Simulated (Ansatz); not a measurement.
Consider the ligand exchange at the Si–Se bond: `C[Se][SiH3]` + `OB(O)Br` → `OB(Br)O[SiH3]` + `C[SeH]`.

Program: Ansatz. Geometries: PBE0-D4/def2-TZVP. ΔE: electronic, gas phase. CBS: MP2 limit from def2 TZ/QZ plus the TZ coupled-cluster correction, frozen cores. DFT in def2-TZVPP. B3LYP here is the variant with VWN-RPA as its local correlation; programs differ in this. HSE06 is defined as in plane-wave codes. For Br, Se outer-core shells are correlated without core-valence functions, which leaves a few kJ/mol of doubt a bond. Scalar relativity is left out up to krypton. One conformer a species, not always the lowest.

(1) Is it downhill or uphill in electronic energy at CCSD(T)/CBS, and by how much? (Estimate.)

(2) What do these levels give: r2SCAN-D4, PBE0-D4, CAM-B3LYP-D4, ωB97M-V, BLYP, r2SCAN, PBE0, B3LYP, HSE06, CCSD/def2-SVP, SCS-MP2/def2-QZVPP, CCSD/CBS(def2)? (Best estimate.)

Largest T1 diagnostic among the species: 0.011.

## Answers

(1) Computed: Downhill: ΔE = -30.2 kJ/mol.

(2) Computed: r2SCAN-D4 -27.5, PBE0-D4 -19.7, CAM-B3LYP-D4 -38.7, ωB97M-V -31.3, BLYP -31.5, r2SCAN -27.4, PBE0 -19.5, B3LYP -33.5, HSE06 -19.1, CCSD/def2-SVP -27.9, SCS-MP2/def2-QZVPP -35.6, CCSD/CBS(def2) -32.5 kJ/mol.

Leaving LDA and LC-ωPBE aside and taking each functional with its dispersion term where it has one, the values, not all of them listed here, spread over 23.1 kJ/mol, from CAM-B3LYP-D4 to revPBE-D4. LDA lies −3.8 kJ/mol from PBE without D4. From PBE to PBE0 (25 % exact exchange), in def2-TZVPP and without D4, ΔE moves by −3.2 kJ/mol. In def2-TZVPP, CCSD(T) changes the Hartree–Fock value by +13.5 kJ/mol (the triples alone add +2.3 kJ/mol) and MP2 by +15.8 kJ/mol.
